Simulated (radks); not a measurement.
Results of a calculation; reference values are marked as such.
All-electron atom: Sr+ in [Kr] 5s1 (the NIST ground configuration).

Code: a radial shooting solver on a logarithmic mesh with Libxc functionals. Model: Dirac Kohn-Sham, PBE, spin-unpolarised, spherical densities, finite nucleus; Fermi nuclear charge, rms radius 4.224 fm.

Energy parts (eV):
total: -86519.954
kinetic: 89121.976
electron-nucleus: -208551.598
Hartree: 35764.926
exchange-correlation: -2855.258

Orbitals (lengths in bohr, moments of r in powers of bohr; r(90%) holds 90 % of the orbital's charge):
orbital  occ.  eigenvalue (eV)     <r^2>  r(90%)       <r^4>  small-component weight
1s1/2       2        -15937.04  0.002067  0.0701  0.00001103                1.91e-02
2s1/2       2        -2163.185   0.03501   0.267    0.002120                3.84e-03
2p1/2       2        -1969.180   0.02669   0.241    0.001435                3.83e-03
2p3/2       4        -1900.772   0.02810   0.247    0.001574                3.73e-03
3s1/2       2        -340.0137    0.2779   0.730      0.1212                9.68e-04
3p1/2       2        -269.5599    0.2821   0.747      0.1325                9.15e-04
3p3/2       4        -259.0724    0.2940   0.762      0.1438                8.87e-04
3d3/2       4        -135.4436    0.3002   0.804      0.1842                7.71e-04
3d5/2       6        -133.6133    0.3046   0.810      0.1895                7.63e-04
4s1/2       2         -47.2136     2.089    1.99       6.743                1.82e-04
4p1/2       2         -29.8991     2.727    2.30       12.17                1.43e-04
4p3/2       4         -28.7320     2.845    2.35       13.27                1.38e-04
5s1/2       1          -8.3472     17.14    5.68       443.0                2.57e-05

The highest occupied level is 5s1/2 at -8.347 eV. For comparison, the ionisation energy in NIST's Atomic Spectra Database is 11.030 eV (measured). In exact Kohn-Sham theory the highest level is minus the ionisation energy, but local and semilocal functionals leave it too shallow, through self-interaction and a potential that decays too fast; potentials with the right tail come closer. The electron density at the nucleus is 6.098e+04 e/bohr^3. The density falls to 0.001 e/bohr^3 at r = 4.47 bohr.

Beside tabulated values, note that spin-unpolarised runs miss the spin-polarisation part of the exchange energy of open shells.
